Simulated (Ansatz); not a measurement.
# A cut through the energy surface

BClOF (SMILES [O]B(F)Cl), doublet, at its PBE0-D4/def2-TZVP minimum:

O1  (-0.240, -1.257, -0.518)
B2  (-0.097, -0.006, -0.062)
F3  (-0.997, 0.930, -0.257)
Cl4  (1.390, 0.273, 0.817)
(Å)

The bond length O1–B2 (1.340 Å at the minimum) is set to the values below, the two halves moving rigidly along the bond. Each method's energies count from its own value at the PBE0-D4 minimum structure. Computed with Ansatz 0.2.0 (basis: def2-TZVPP); correlated methods freeze the cores; orbitals are unrestricted. B3LYP uses VWN-RPA correlation.

| bond length (Å) | CCSD(T) (kcal/mol) | PBE-D4 (kcal/mol) | B3LYP-D4 (kcal/mol) | r2SCAN-D4 (kcal/mol) |
| --- | --- | --- | --- | --- |
| 1.206 | 13.56 | 10.72 | 10.88 | 10.90 |
| 1.233 | 8.51 | 6.35 | 6.50 | 6.49 |
| 1.272 | 3.54 | 2.28 | 2.38 | 2.35 |
| 1.318 | 0.54 | 0.18 | 0.21 | 0.20 |
| 1.369 | 0.01 | 0.43 | 0.39 | 0.42 |
| 1.424 | 1.88 | 2.91 | 2.82 | 2.92 |
| 1.482 | 5.84 | 7.23 | 7.15 | 7.34 |
| 1.543 | 11.51 | 13.03 | 13.02 | 13.32 |
| 1.608 | 18.65 | 20.06 | 20.22 | 20.63 |

Minimum and curvature along this coordinate at CCSD(T): A fifth-order fit through the nearest points gives 1.354 Å, with a curvature of about 40 eV/Å².

**Question.** Treat the two halves as rigid bodies and work out the harmonic wavenumber of this stretch from that curvature (ν̃ = 521.5 √(k/μ) cm⁻¹ with k in eV/Å² and μ in u).

**Answer.** The halves weigh 16.00 and 65.26 u, so μ = 16.00 × 65.26/81.26 = 12.850 u and ν̃ = 521.5 √(40/12.850) ≈ 920 cm⁻¹. A true normal mode mixes in other motions, so this is a guide only.

Largest difference from the CCSD(T) curve over the scan: PBE0-D4 2.39; wB97M-V 1.39; HF 3.36; MP2 0.77 kcal/mol. Each curve counts from its own value at the minimum.

No T1 diagnostic of these runs exceeds 0.023. ⟨S²⟩ of the unrestricted Hartree–Fock references: 0.76 (a pure state has 0.75).

For scale, one of the runs: CCSD(T)/def2-TZVPP, 135 basis functions (an equivalent command: `ansatz run in.yaml --threads 4`). Time: 18 s of wall clock on 4 CPU threads; the host was shared. Peak host memory: 1.9 GiB.
